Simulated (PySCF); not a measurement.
**Which basis set comes closest?**

Molecule: SMILES CCCCC(=O)OC, C6H12O2.

Geometry (Å), atoms numbered from 1 in this order:
```xyz
20

C    -3.0682    0.2144   -0.7860
C    -1.6634   -0.3239   -0.5715
C    -1.0687    0.0808    0.7715
C     0.3396   -0.4422    0.9989
C     1.3662    0.2113    0.1104
O     1.2092    1.2350   -0.5031
O     2.5145   -0.4778    0.0994
C     3.5610    0.0776   -0.6761
H    -3.7608   -0.1449   -0.0074
H    -3.4759   -0.0936   -1.7608
H    -3.0797    1.3156   -0.7541
H    -1.0034    0.0384   -1.3770
H    -1.6703   -1.4262   -0.6477
H    -1.7191   -0.2802    1.5859
H    -1.0521    1.1808    0.8445
H     0.6668   -0.2558    2.0366
H     0.4059   -1.5335    0.8613
H     4.3844   -0.6457   -0.6487
H     3.2348    0.2471   -1.7127
H     3.8913    1.0409   -0.2585
```

Geometry PBE0-D3(BJ)/def2-SVP throughout; GIAO in PySCF, gas phase, one conformer, non-relativistic; equivalent atoms averaged; functional PBE0.

Reference values (measured; solution, not stated per compound (mostly CDCl3 or CCl4); Pretsch, Buehlmann, Badertscher, Structure Determination of Organic Compounds, 4th ed. (2009)): δ(H16/H17) = 2.31 ppm, δ(H14/H15) = 1.61 ppm, δ(H12/H13) = 1.33 ppm, δ(H9/H10/H11) = 0.92 ppm. Computed shifts are taken against TMS, calculated as an isolated molecule at each level.

How do the basis sets STO-3G, pcSseg-0, 6-31G, 6-31G*, cc-pVDZ, def2-SVP, pcSseg-1, 6-311+G(2d,p), aug-cc-pVDZ, def2-TZVP perform against the reference? Times are CPU seconds on shared hosts with different chips, so compare them loosely.

## Answers


```
    basis set  functions  H16/H17  H14/H15  H12/H13  H9/H10/H11  mean abs. error H  core-s
       STO-3G         52     1.89     1.19     0.62        0.74               0.43     5.1
     pcSseg-0         96     2.47     1.44     1.12        1.11               0.18      11
        6-31G         96     2.42     1.63     1.47        1.11               0.11      11
       6-31G*        136     2.14     1.54     1.41        0.98               0.09      15
      cc-pVDZ        172     2.05     1.35     1.15        0.88               0.19      32
     def2-SVP        172     2.00     1.27     1.06        0.83               0.25      27
     pcSseg-1        196     2.20     1.35     1.13        0.98               0.16      52
6-311+G(2d,p)        288     2.28     1.46     1.26        0.92               0.06      46
  aug-cc-pVDZ        292     2.32     1.54     1.28        0.99               0.05      70
    def2-TZVP        320     2.25     1.48     1.26        0.92               0.07      84
```

For ¹H the closest is aug-cc-pVDZ (0.05 ppm, with 6-311+G(2d,p), def2-TZVP practically level) and the furthest STO-3G (0.43 ppm). Where a smaller basis beats a larger one, errors probably cancel. One molecule is a small sample, and vibrational and solvent effects are absent from the calculation.

A small basis that lands close on one nucleus may do so by chance; judge by the trend and by all nuclei.
